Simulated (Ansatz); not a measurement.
H2SSi (SMILES [SiH]S) moved off its minimum; all values from Ansatz (a program for electronic structure), cores frozen in correlated methods.
(charge 0, multiplicity 1)
```xyz
4

Si     0.2797    -0.9025     0.6952
H      0.7009    -1.7516    -0.3074
S     -0.2847     0.8420    -0.7627
H     -0.6737     1.7520     0.1972
```

Forces at r2SCAN/def2-TZVPP (eV/Å):

| atom | Fx | Fy | Fz |
|---|---|---|---|
| Si1 | -1.426 | 3.401 | 1.353 |
| H2 | 0.808 | -1.591 | -2.442 |
| S3 | 0.368 | -1.118 | 1.534 |
| H4 | 0.250 | -0.692 | -0.444 |

Q: Give the forces (eV/Å), the total energy and the dipole at CCSD(T)/aug-cc-pV(T+d)Z.

A: 
```csv
atom,Fx,Fy,Fz
Si1,-1.382,3.302,1.267
H2,0.788,-1.560,-2.335
S3,0.325,-1.013,1.555
H4,0.269,-0.729,-0.486
```
Energy -687.9673 hartree, dipole 0.95 D.

Doubts at one or more of the structures used: a restricted determinant that unrestricted orbitals would lower (CCSD(T)/aug-cc-pV(T+d)Z).
